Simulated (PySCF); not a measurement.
Vibration and rotation of CsNa

RHF-CCSD(T) constants of CsNa, ¹Σ⁺ (singlet), closed shell (Cs def2-SVP with ECP46, Na def2-SVP; scalar-relativistic core potentials (PySCF 2.14); masses 132.9054 and 22.9898 u):

| Item | Value |
| --- | --- |
| ωe | 93.1 cm⁻¹ |
| ωexe | 0.334 cm⁻¹ |
| Be | 0.054602 cm⁻¹ |
| αe | 0.000248 cm⁻¹ |
| D (centrifugal) | 7.51e-08 cm⁻¹ |
| De to Cs + Na | 0.54 eV |

Give the vibrational terms G(v) and spacings up to v = 6.

G(v) = ωe(v+½) − ωexe(v+½)².

```csv
v,G(v) (cm⁻¹),G(v) − G(v−1),Bv (cm⁻¹)
0,46.5,,0.05448
1,138.9,92.4,0.05423
2,230.7,91.8,0.05398
3,321.8,91.1,0.05373
4,412.2,90.4,0.05349
5,501.9,89.8,0.05324
6,591.0,89.1,0.05299
```

How well does the Morse estimate ωe²/(4ωexe) reproduce De, and what is D0?

It gives 0.80 eV, 149 % of the computed De. D0 = De − G(0) = 0.54 − 0.01 = 0.53 eV.

Correlated steps freeze 1 core orbital. Correlated levels converge slowly with the basis: in double zeta they bind strong bonds too weakly, by up to about 1 eV, and carry superposition errors of some tenths. Spin–orbit coupling is left out. Where the molecule has an RHF reference, its open-shell atoms are computed with UHF.
